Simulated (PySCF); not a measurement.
Worked example: chemical shift, span and skew from a shielding tensor

B(F)(Me)2 (C2H6BF), SMILES FB(C)C. Atoms are numbered in the order given.

```xyz
10

B      0.0000     0.0000     0.0683
F      0.0000     0.0000     1.4087
C      1.3901    -0.0093    -0.6606
H      1.6732     1.0452    -0.8471
H      1.3560    -0.4985    -1.6467
H      2.1930    -0.4539    -0.0524
C     -1.3901     0.0093    -0.6606
H     -1.3560     0.4985    -1.6467
H     -2.1930     0.4539    -0.0524
H     -1.6732    -1.0452    -0.8471
```
Charge 0, spin multiplicity 1.

The structure is a stationary point at B3LYP-D3(BJ)/def2-SVP.

GIAO shieldings from KT2/pcSseg-1 (PySCF), non-relativistic, no solvent. The symmetric part of the tensor of F2 has the principal values -21.4, 65.3, 433.9 ppm. The same nucleus in CFCl3 has σ = 127.1 ppm at this level (PySCF, at its B3LYP-D3(BJ)/def2-TZVP geometry).

Task: Work out the isotropic shielding, the ¹⁹F shift against CFCl3, the span and the skew.

Result: 
σ(iso) = (σ11 + σ22 + σ33)/3 = 159.3 ppm. δ = σ(ref) − σ(iso) = 127.1 − (159.3) = -32.2 ppm.
Span Ω = σ33 − σ11 = 455.3 ppm. Skew κ = 3(σ(iso) − σ22)/Ω = 0.62. Tumbling in solution averages the tensor to δ; in a static solid the shielding alone would spread this spin-1/2 line over Ω.
